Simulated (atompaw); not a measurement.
## Ranking PAW (atompaw) potentials for Ca (Z = 20)

All share these settings but for the change named:

calcium, PAW, made with atompaw 4.2.0.5 (PBEsol, scalar-relativistic). Core [Ne], reference 3s2 3p6 3d0 4s1.5 4p0 (charge +0.5). Waves: 3s (bound); 4s (bound); 3p (bound); 4p (bound, empty); 3d (bound, empty); 3d channel at 0.25 Ry. Local part: troulliermartins scheme with l = 3 at 0 Ry, radius 1.95 bohr. Core correction: smooth core density matched at 2.00 bohr. Augmentation charge: sinc compensation charge, radius 2.10 bohr; PAW radius 2.70 bohr; waves and projectors: bloechl.

Cutoff: the first of the cutoffs (Ry, on a coarse ladder) from which the occupation-weighted sum of valence levels, in a spherical-Bessel basis at the reference potential, stays within 10 and 1 mRy of its value at 400 Ry; the density cutoff is not measured.

The base gives 35 Ry.

Of 9 variants that were run, those that failed, showed a ghost or another fault, or gave nearly equal values are left out.

A variant can come out equal or close to the base.

Rank these variants from softest to hardest (loose cutoff).
A. local potential troulliermartins scheme with l = 3 at 0 Ry, radius 1.48 bohr
B. local potential ultrasoft scheme with l = 3 at 0 Ry, radius 1.95 bohr
C. functional LDA (PW92)

B (25 Ry), C (35 Ry), A (70 Ry).
